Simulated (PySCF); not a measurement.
## Radial density of Hg³⁺ (mercury, charge +3)

B2PLYP, [Xe] 4f14 5d9, 2D determinant. Computed with PySCF 2.14 in aug-cc-pVTZ-PP with one added diffuse shell each of s, p, d, f, g type with ECP60MDF (7s7p6d4f3g, 113 functions), with a scalar-relativistic core potential. This is the valence pseudo-density: the core potential removes the inner electrons and smooths the orbitals near the nucleus.

```
r (bohr)  4πr²ρ (e/bohr)  4πr²(ρα − ρβ)
  0.0457       1.573e-05         0.0000
  0.0768       3.961e-05         0.0000
   0.129       0.0002195         0.0000
   0.217        0.004454         0.0001
   0.366          0.2283         0.0053
   0.615           6.899         0.1756
    1.03           17.80         0.9121
    1.74           5.203         0.4584
    2.93          0.3025         0.0248
    4.92       0.0007320         0.0000
```

Energies and moments cover only the electrons outside the core potential. Spin-orbit coupling, absent here, splits the open shell strongly.
